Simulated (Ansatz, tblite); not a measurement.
Cost and result up the ladder for SbH2(iPr) (C3H9Sb) (13 atoms). Charge 0, multiplicity 1. Geometry: r2SCAN-D4/def2-SVP.

```csv
atom,x (Å),y (Å),z (Å)
Sb1,-1.265,-1.300,-1.087
H2,-0.615,-2.782,-0.501
H3,-2.541,-1.380,0.065
C4,0.019,-0.074,0.247
C5,-0.534,1.344,0.335
C6,1.460,-0.106,-0.249
H7,-0.045,-0.559,1.235
H8,-1.563,1.369,0.727
H9,-0.537,1.841,-0.651
H10,0.090,1.963,1.006
H11,2.112,0.492,0.413
H12,1.869,-1.129,-0.279
H13,1.550,0.322,-1.263
```

Ansatz on 4 threads of Intel Xeon on a shared host; xTB runs through tblite on one thread. Times are rough, summed over both states, and most runs start from the orbitals of an earlier one. PBE0-D4/def2-TZVP serves as the yardstick here, not as an exact answer. The other state is a triplet.

In the def2 sets Sb takes a core potential; there is no spin–orbit coupling. The xTB rows come from tblite.

xTB has no spin-polarisation term.

```json
{"level": "GFN2-xTB", "functions": "30", "wall time": "0.032 s", "vertical triplet (eV)": "4.36", "difference from PBE0-D4/def2-TZVP (eV)": "0.01"}
{"level": "GFN1-xTB", "functions": "39", "wall time": "0.041 s", "vertical triplet (eV)": "5.32", "difference from PBE0-D4/def2-TZVP (eV)": "0.97"}
{"level": "PBE-D4/def2-TZVP", "functions": "197", "wall time": "12 s", "vertical triplet (eV)": "4.29", "difference from PBE0-D4/def2-TZVP (eV)": "-0.06"}
{"level": "PBE0-D4/def2-TZVP", "functions": "197", "wall time": "23 s", "vertical triplet (eV)": "4.36", "difference from PBE0-D4/def2-TZVP (eV)": "0.00"}
{"level": "r2SCAN-D4/def2-TZVP (with forces)", "functions": "197", "wall time": "23 s", "vertical triplet (eV)": "4.30", "difference from PBE0-D4/def2-TZVP (eV)": "-0.06"}
```
